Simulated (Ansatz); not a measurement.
## Worked example: GeH3(SH) + C2H5S → GeH2(SH) + C2H6S

Species: GeH3(SH), singlet; C2H5S `[CH2]SC`, doublet; GeH2(SH), doublet; C2H6S (dimethyl sulfide) `CSC`, singlet. A radical takes H: the energy is the difference in strength between the Ge–H bond broken and the C–H bond made.

Shapes, held fixed at every level: PBE0-D4/def2-TZVP. Flexible molecules stand in one conformer, not always the lowest. Programs: Ansatz 0.2.0. The zero-point and thermal change to 298 K, harmonic and unscaled (PBE0-D4/def2-TZVP), is +12.2 kJ/mol.

At CCSD(T)/def2-TZVPP; 1 Eh = 2625.50 kJ/mol:

```
 species   energy (Eh)
GeH3(SH)  -2475.752636
   C2H5S   -476.743852
GeH2(SH)  -2475.114231
   C2H6S   -477.403349
```

Question: Work out ΔH(298 K) of the reaction at this level.

Answer: 
1. Products less reactants: (-2475.114231) + (-477.403349) − [(-2475.752636) + (-476.743852)] = -0.021092 Eh = -55.4 kJ/mol.
2. With the thermal change: -55.4 + (+12.2) = -43.2 kJ/mol.

Other levels give -58.0 (MP2/def2-SVP) to -40.8 kJ/mol (r2SCAN0-D4/def2-TZVPP). No measured value is set beside it here. Open shells run unrestricted unless RO is named. Relativity is left out for Ge unless named. Correlated rows may include outer-core shells of Ge, which these sets cover unevenly.
